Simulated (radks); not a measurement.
The numbers below are computed, except where a source is named.
Question: Nd, configuration [Xe] 4f4 6s2. Level of theory: scalar-relativistic Kohn-Sham, PBE, spin-polarised, spherical densities, point nucleus; open shells are filled with parallel spins first (spin-orbit coupling, left out, can overturn this in heavy ions) (a radial shooting solver on a logarithmic mesh with Libxc functionals). Some entries of the table are withheld. Estimate them.

orbital,occ.,eigenvalue (hartree),<1/r> (bohr^-1)
1s up,1,-1595.039,66.06
1s down,1,-1595.039,66.06
2s up,1,-257.9669,15.26
2s down,1,-257.9666,15.26
2p up,3,-230.5928,14.39
2p down,3,-230.5926,14.39
3s up,1,-55.96608,5.562
3s down,1,-55.92753,5.565
3p up,3,-47.33429,5.255
3p down,3,-47.29593,5.258
3d up,5,-35.36075,4.986
3d down,5,-35.33112,4.989
4s up,1,-11.15999,2.326
4s down,1,-11.05463,2.327
4p up,3,-8.33447,2.142
4p down,3,-8.22824,2.143
4d up,5,-4.31943,1.872
4d down,5,-4.21221,1.872
5s up,1,-1.51098,0.9012
5s down,1,-1.44269,0.8894
5p up,3,-0.83018,(1)
5p down,3,-0.77807,(2)
6s up,1,-0.13128,0.2848
6s down,1,-0.12435,0.2770
4f up,4,(3),1.253
4f down,0,(4),1.189

Answer: 
(1) 5p up <1/r> (bohr^-1): 0.7597
(2) 5p down <1/r> (bohr^-1): 0.7454
(3) 4f up eigenvalue (hartree): -0.09388
(4) 4f down eigenvalue (hartree): -0.00303
